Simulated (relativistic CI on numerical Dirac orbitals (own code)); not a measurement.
**One change at a time: Zr7+**

Base calculation: Dirac-Coulomb-Breit CI, KLI orbitals optimised for each configuration, model QED, unscaled Slater integrals.

CI space (outside the closed core [Ar] 3d10): 4s²4p³, 4s4p⁴, 4p⁵, 4s²4p²4d, 4s4p³4d, 4s²4p²4f, 4s²4p²5s, 4s4p³4f, 4p⁴4d, 4s²4p²5p, 4s4p²4d², 4s²4p4d5p, 4s²4p4d², 4s²4d³, 4s4p4d³, 4s²4d²4f, 4s²4d²5s, 4s4p4d²4f, 4p³4d², 4p²4d³, 4p²4d²4f, 4p²4d²5s. Double excitations out of closed p, d and f shells are left out; levels of such configurations are missing from the list, as are those of other unlisted configurations, and high levels can miss mixing partners. These lack a partner that the ground configuration has and come out too high: 4s²4p²5p.

Variants: (1) QED terms removed. Shifts of the energy above 4s²4p³ ⁴S°3/2, in cm⁻¹, for the lowest level and the first level of each name with at least 55 % of one term (blank where a level changes its place among those of its configuration and J or its character, or is not in the variant):

```csv
Level,Base,Δ(1)
4s²4p³ ⁴S°3/2,0,0
4s²4p³ ²D°3/2,25375,+3
4s²4p³ ²D°5/2,30935,-12
4s²4p³ ²P°1/2,49713,-5
4s²4p³ ²P°3/2,58237,-33
4s4p⁴ ⁴P5/2,185880,+426
4s4p⁴ ⁴P3/2,195706,+403
4s4p⁴ ⁴P1/2,199472,+398
4s4p⁴ ²D3/2,232276,+372
4s4p⁴ ²D5/2,235079,+366
4s²4p²4d ⁴F3/2,293914,+32
4s²4p²4d ⁴F5/2,297825,+20
4s²4p²4d ⁴F7/2,303902,+4
4s²4p²4d ²F5/2,307506,+17
4s²4p²4d ⁴D1/2,309681,+21
4s²4p²4d ⁴D3/2,310709,+15
4s²4p²4d ⁴F9/2,310740,-9
4s²4p²4d ⁴D5/2,316120,-2
4s²4p²4d ²G7/2,342752,-3
4s²4p²4d ²G9/2,345874,-14
4s²4p²4d ⁴P5/2,352976,+44
4s²4p²4d ⁴P3/2,356578,+39
```

At this charge configurations can still be misplaced by up to about 7 % of their energy.

Ionisation energy from the two ground configurations alone: base 132.681 eV. The NIST ASD value (semi-empirical) is 133.7 eV.

LS names give the leading component of a level, which can be under half, so a name can repeat, a term be missing and a line seem to break the LS rules.
